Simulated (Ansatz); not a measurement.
Basis-set extrapolation for CH5BO2S, SMILES `CSB(O)O` (PBE0-D4/def2-TZVP geometry, frozen core, Ansatz 0.2.0). Multiplicity 1, RHF reference.

|  | def2-TZVPP | def2-QZVPP |
| --- | --- | --- |
| HF | -612.964967 | -612.986503 |
| MP2 correlation | -0.928063 | -1.001010 |
| CCSD(T) correlation | -1.000401 | not run |

Energies in hartree. Use E(X) = E(∞) + A·exp(−7.88·√X) for Hartree–Fock and E(X) = E(∞) + B·X^(−2.97) for correlation, with X = 3 and 4, and add CCSD(T) minus MP2 of the smaller set to the MP2 limit.

What is the CCSD(T) energy at the basis-set limit?

HF limit: -612.986503 + (-0.021536) × 0.13774 = -612.98947. MP2 limit: -1.001010 + (-0.072947) × 0.74074 = -1.05504. Higher-order term: -1.000401 − (-0.928063) = -0.07234. Total: -614.11685 hartree, 4.12 eV below CCSD(T)/def2-TZVPP.
